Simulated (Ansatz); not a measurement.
`C[SiH2][Al]([F])[F]` + dimethylamine → `C[SiH2]N(C)C` + `[F][AlH][F]`  (cleavage of the Si–Al bond)

Program: Ansatz. Geometries: PBE0-D4/def2-TZVP. ΔE: electronic, gas phase. CCSD(T)/CBS is the MP2 limit (def2-TZVPP, def2-QZVPP) plus CCSD(T) − MP2 in def2-TZVPP, frozen cores. This one scheme is used for every species. Each species was taken in one conformer, which may not be the lowest.

| level | ΔE (eV) |
| --- | --- |
| CCSD/def2-TZVPP | -0.44 |
| CCSD(T)/def2-TZVPP | -0.44 |

What does CCSD(T)/CBS give? (An estimate is asked.)

Computed: -0.44 eV. The listed levels differ from it by 0.00, 0.00 eV.

Largest T1 diagnostic among the species: 0.013.

The D4 term adds −0.10 eV with B3LYP and −0.06 eV with PBE0; it sums over pairs of atoms, weighted by their polarisabilities, and B3LYP, whose exchange is more repulsive, gets the larger term. From PBE to PBE0 (25 % exact exchange), in def2-TZVPP and without D4, ΔE moves by −0.07 eV.

B3LYP here is the variant with VWN-RPA as its local correlation; programs differ in this.
